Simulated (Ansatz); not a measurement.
`[SiH3][SiH]1[SiH2]S1` + `[OH][InH][Br]` → `[SiH3][O][InH][Br]` + `[SiH2]1[SiH2]S1` at 400 K and 1 bar (cleavage of the Si–Si bond).

Computed with Ansatz on PBE0-D4/def2-TZVP structures; ΔE is electronic, products minus reactants. CCSD(T)/CBS is the MP2 limit (def2-TZVPP, def2-QZVPP) plus CCSD(T) − MP2 in def2-TZVPP, frozen cores. def2 core potentials past Kr. For Br, In outer-core shells are correlated without core-valence functions, which leaves a few kJ/mol of doubt a bond. Scalar relativity is left out up to krypton. Each species was taken in one conformer, which may not be the lowest.

```json
{"species": "`[SiH3][SiH]1[SiH2]S1`", "CCSD(T)/CBS energy (Eh)": "-1268.63937", "H − E (kJ/mol)": "174.9", "S (J/(mol·K))": "397.7"}
{"species": "`[OH][InH][Br]`", "CCSD(T)/CBS energy (Eh)": "-2839.57190", "H − E (kJ/mol)": "76.2", "S (J/(mol·K))": "348.7"}
{"species": "`[SiH3][O][InH][Br]`", "CCSD(T)/CBS energy (Eh)": "-3129.89321", "H − E (kJ/mol)": "128.1", "S (J/(mol·K))": "425.6"}
{"species": "`[SiH2]1[SiH2]S1`", "CCSD(T)/CBS energy (Eh)": "-978.35432", "H − E (kJ/mol)": "118.3", "S (J/(mol·K))": "315.4"}
```

H − E and S are ideal-gas, rigid-rotor, harmonic terms from PBE0-D4/def2-TZVP, for one conformer and one mirror image of each species. 1 Eh = 2625.50 kJ/mol, R = 8.31446 J/(mol·K).

Q: By hand: ΔE, ΔH, ΔS and ΔG.

A: ΔE = (-3129.89321) + (-978.35432) − (-1268.63937) − (-2839.57190) = -0.03626 Eh = -95.2 kJ/mol. Δ(H − E) = 128.1 + 118.3 − 174.9 − 76.2 = -4.7, so ΔH = -99.9 kJ/mol. ΔS = 425.6 + 315.4 − 397.7 − 348.7 = -5.4 J/(mol·K). ΔG = -99.9 − 400 × (-5.4)/1000 = -97.7 kJ/mol.

Q: By hand: the equilibrium constant, and the temperature at which ΔG would vanish if ΔH and ΔS stayed fixed.

A: log₁₀ K = −ΔG/(RT ln 10) = 12.8. ΔG = 0 at ΔH/ΔS = 18500 K, far beyond where these terms or the molecules hold.

The number of gas molecules stays the same, so ΔS is small and ΔH decides. A doubt of 5 kJ/mol in ΔE shifts log₁₀ K by 0.7 here. Other conformers and mirror images would add mixing entropy, several J/(mol·K) or more a flexible species. Modes under 60 cm⁻¹, often nearly free rotors, make the harmonic entropy too high. These are equilibria of isolated gas molecules and say nothing of rates. Largest T1 diagnostic: 0.014 (customary marks: 0.02 for closed shells, 0.045 for open ones).
